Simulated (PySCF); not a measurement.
A structure optimised at PBE-D3(BJ)/def2-TZVP, used in a PySCF frequency run:

```xyz
2

Cd     0.0000     0.0000    -0.9844
Se     0.0000     0.0000     1.3897
```

Write its SMILES, formula and point group.

[Se]=[Cd], CdSe, C∞v

What are its rotational constants (standard atomic weights)?

1.9331 GHz (linear rotor, B only)
